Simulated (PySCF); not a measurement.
**Stationary points of HfSBr2**

Method: PBE0 in PySCF with Hf def2-SVP with ECP60, S def2-SVP, Br def2-SVP; scalar-relativistic core potentials, no spin–orbit coupling; density-fitted integrals.

Relaxations began from a few typed shapes. The search is not exhaustive: other isomers or separated fragments can lie lower, and high-lying points may rest on an excited occupation.

```
   spin  group                             bonds                                angles  imaginary modes (cm⁻¹)  ΔE (kJ/mol)  ΔE with ZPE (kJ/mol)
singlet     Cs  Hf–Br 2.496 Å (×2), Hf–S 2.200 Å  Br–Hf–Br 116.9°, Br–Hf–S 111.3° (×2)                    none          0.0                   0.0
singlet    C2v  Hf–Br 2.511 Å (×2), Hf–S 2.204 Å  Br–Hf–Br 128.7°, Br–Hf–S 115.7° (×2)                     39i          4.7                     –
```

The lowest minimum found is the singlet Cs: Hf–Br 2.496 Å (×2), Hf–S 2.200 Å; Br–Hf–Br 116.9°, Br–Hf–S 111.3° (×2).

Formally Hf is in oxidation state +4, d0. The polar-tensor charge on Hf, 1.72, is far below the formal one.

For the lowest minimum: stability towards spin polarisation was not tested. With an element this heavy the missing spin–orbit coupling can shift these numbers.
